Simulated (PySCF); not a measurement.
[PbI3]+ (singlet). Computed with PySCF, PBE, basis Pb def2-SVP with ECP60, I def2-SVP with ECP28 (scalar-relativistic core potentials, no spin–orbit coupling, density fitting).

Harmonic bands of its minimum:

```
ω (cm⁻¹)  IR (km/mol, summed over degenerate members)  degeneracy
      42                                          1.1           2
      45                                          0.2           1
     136                                          0.0           1
     191                                         26.4           2
```

Question: The central atom is Pb. Infer the point group and assign the bands.

Answer: D3h. The modes span 2e' + a2'' + a1': 42 e', 45 a2'', 136 a1', 191 e'. The computed geometry has Pb–I 2.741 Å (×3); I–Pb–I 120.0° (×3).

Only a few start shapes were tried, so a lower isomer may exist. With an element this heavy the missing spin–orbit coupling can shift these numbers.
